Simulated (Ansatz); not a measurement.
One change: `F[SiH](Cl)I` becomes `C[Se][SiH](F)Cl`.

Ansatz, PBE0-D4/def2-TZVP geometries, multiplicity 1. Each molecule was computed in one conformer, which needn't be the lowest.

Elements past krypton have def2 core potentials. Scalar relativity is left out up to krypton. Spin–orbit coupling is left out; it splits and shifts lone-pair levels of the heavy atoms by tenths of an eV.

| property | `F[SiH](Cl)I` |
| --- | --- |
| HOMO energy (PBE0/def2-TZVPP) / eV | -8.21 |
| HOMO–LUMO gap (ωB97M-V/def2-TZVPP) / eV | 11.42 |
| LUMO energy (B3LYP/def2-TZVPP) / eV | -1.05 |
| HOMO–LUMO gap (PBE0/def2-TZVPP) / eV | 7.40 |
| size of the dipole moment (B3LYP/def2-TZVPP) / D | 0.98 |
| HOMO–LUMO gap (PBE/def2-TZVPP) / eV | 5.36 |

Q: Give the same properties after the change, and the shifts. (An estimate is asked.)

A: Ansatz gave: 
| property | `C[Se][SiH](F)Cl` | shift |
| --- | --- | --- |
| HOMO energy (PBE0/def2-TZVPP) / eV | -7.11 | 1.10 |
| HOMO–LUMO gap (ωB97M-V/def2-TZVPP) / eV | 10.42 | -1.00 |
| LUMO energy (B3LYP/def2-TZVPP) / eV | -0.90 | 0.15 |
| HOMO–LUMO gap (PBE0/def2-TZVPP) / eV | 6.42 | -0.98 |
| size of the dipole moment (B3LYP/def2-TZVPP) / D | 2.42 | 1.44 |
| HOMO–LUMO gap (PBE/def2-TZVPP) / eV | 4.39 | -0.97 |

With PBE0 the HOMO rises by 1.10 eV and the LUMO rises by 0.12 eV, so the gap narrows by about 0.98 eV. PBE moves the HOMO by 1.09 eV and ωB97M-V by 1.07 eV. The zero-point energy changes by 98.6 kJ/mol with +12 modes. Dipoles are sizes alone; their direction can turn.

B3LYP here is the variant with VWN-RPA as its local correlation; programs differ in this.
